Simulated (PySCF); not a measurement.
Identify the unknown among the candidates.

All candidates are C5H6N2Si.

| technique | computed result |
| --- | --- |
| NMR, other nuclei | isotropic shieldings of nuclei other than C and H, by class: -97 (1 N), 104 (1 N), 412 (1 Si) ppm [GIAO PBE0/pcSseg-1] |
| 13C NMR | chemical shifts (computed TMS as zero) by class: 128.3 (2 C), 122.8 (1 C), 120.1 (2 C) ppm [GIAO PBE0/pcSseg-1] |
| Rotational structure | rotational constants A, B, C: 4.012, 1.018, 0.986 GHz [GFN2-xTB] |
| Dipole | 3.33 D [PBE0/pcSseg-1] |
| 1H NMR | chemical shifts (computed TMS as zero) by class: 6.77 (2 H), 6.76 (2 H), 5.27 (2 H) ppm [GIAO PBE0/pcSseg-1] |

The electronic properties come from PySCF, for the isolated species, density fitting. Levels stand in brackets. Isolated species at its GFN2-xTB geometry (one conformer only). NMR classes are plain means over equivalent atoms (diastereotopic ones count apart unless rotation or inversion swaps them), as if these changed places fast.

Question: Which candidate is it?
A. `CC#C/C=N/[SiH2]C#N`
B. `C#Cc1nccn1[SiH3]`
C. `N#C[SiH2]n1cccc1`
D. `C#Cc1cncn1[SiH3]`

Answer: C. It is `N#C[SiH2]n1cccc1`. Numbering: `[N:1]#[C:2][SiH2:3][n:4]1[cH:5][cH:6][cH:7][cH:8]1`. Its formula, C5H6N2Si, gives 5 degrees of unsaturation: 1 ring and 4 π bonds in the structure found (Kekulé form). 5 carbons fall into 3 classes; from least to most shielded: aromatic CH next to a ring nitrogen [C5/C8] (128.3 ppm, 2 C), cyano carbon [C2] (122.8 ppm), aromatic CH carbon [C6/C7] (120.1 ppm, 2 C). Hydrogen classes from least to most shielded: 2 H on 2 like atoms (aromatic CH next to a ring nitrogen), C5/C8 (6.77 ppm), 2 H on 2 aromatic CH carbons, C6/C7 (6.76 ppm), 2 H on an SiH2 silicon, Si3 (5.27 ppm). The other shieldings belong to: -97 ppm, cyano nitrogen [N1]; 104 ppm, pyrrole-type nitrogen [N4]; 412 ppm, SiH2 silicon [Si3]. By its constants the optimised geometry is an asymmetric top.

The others, at the same levels:
- `C#Cc1cncn1[SiH3]` fails: it has 5 carbon classes against 3; its computed 13C shifts are 148.4 (1 C), 144.7 (1 C), 121.1 (1 C), 95.6 (1 C), 78.5 (1 C) ppm, 1H shifts are 7.83 (1 H), 7.22 (1 H), 5.07 (3 H), 3.37 (1 H) ppm and rotational constant A is 2.190 GHz (against 4.012 GHz).
- `C#Cc1nccn1[SiH3]` fails: it has 5 carbon classes against 3; its computed 13C shifts are 138.7 (1 C), 137.5 (1 C), 128.0 (1 C), 89.4 (1 C), 80.4 (1 C) ppm, 1H shifts are 7.35 (1 H), 6.78 (1 H), 5.12 (3 H), 2.96 (1 H) ppm and rotational constant A is 2.189 GHz (against 4.012 GHz).
- `CC#C/C=N/[SiH2]C#N` fails: it has 5 carbon classes against 3; its computed 13C shifts are 163.0 (1 C), 123.5 (1 C), 106.1 (1 C), 88.0 (1 C), 5.8 (1 C) ppm, 1H shifts are 8.34 (1 H), 5.32 (2 H), 2.34 (3 H) ppm and rotational constant A is 4.347 GHz (against 4.012 GHz).

Each candidate is one conformer, not necessarily the lowest. Dipoles, sizes and rotational constants follow the conformer. The torsions of the flexible species, by atom-mapped SMILES:
- `[N:1]#[C:2][SiH2:3][n:4]1[cH:5][cH:6][cH:7][cH:8]1`: C2–Si3–N4–C5 83°
- `[CH3:1][C:2]#[C:3]/[CH:4]=[N:5]/[SiH2:6][C:7]#[N:8]`: C4–N5–Si6–C7 -120°
